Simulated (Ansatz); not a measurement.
CH₅FO₂Si₂ (`O=C([SiH3])O[SiH2]F`). Total charge 0; spin multiplicity 1.

```xyz
11

O    -1.323   -0.852   -0.039
C    -0.355   -0.220   -0.383
Si    0.151    0.145   -2.201
O     0.483    0.301    0.528
Si    0.064   -0.005    2.135
F     1.223    0.725    2.942
H     0.195    1.616   -2.378
H    -0.860   -0.475   -3.085
H     1.496   -0.436   -2.427
H     0.139   -1.446    2.431
H    -1.212    0.647    2.477
```

(1) Give the diagnostics of a CCSD(T)/def2-TZVPP run (frozen core, the Gaussian-basis code of Ansatz). (Best estimate.)

## Answers

(1) Computed: T1 = 0.0152, largest single amplitude 0.035, largest double 0.030, (T) share of the correlation energy 3.7 %, 10 CCSD cycles. The RHF solution is stable towards an unrestricted one. T1 lies under the customary mark of 0.02 for closed shells.
